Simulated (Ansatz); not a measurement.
`C#[C][Hf]([Cl])([Cl])[Cl]`. Charge 0, multiplicity 1. Correlated methods include outer-core shells of Hf, which these sets cover unevenly. Hf takes the def2 core potential.

Cartesian coordinates in Å:
```
C 0.9803 0.9751 -1.7783
C 0.4524 0.4486 -0.8192
Hf -0.4838 -0.4817 0.8781
Cl -1.6513 1.1530 2.0420
Cl -1.9243 -2.1255 0.0952
Cl 1.1827 -1.4072 2.2034
H 1.4442 1.4378 -2.6212
```

(1) Give the diagnostics of a CCSD(T)/def2-TZVPP run (frozen core, Ansatz). (Estimate.)

## Answers

(1) Computed: T1 = 0.0143, largest single amplitude 0.019, largest double 0.040, (T) share of the correlation energy 4.8 %, 10 CCSD cycles. The RHF solution is stable towards an unrestricted one. T1 lies under the customary mark of 0.02 for closed shells.
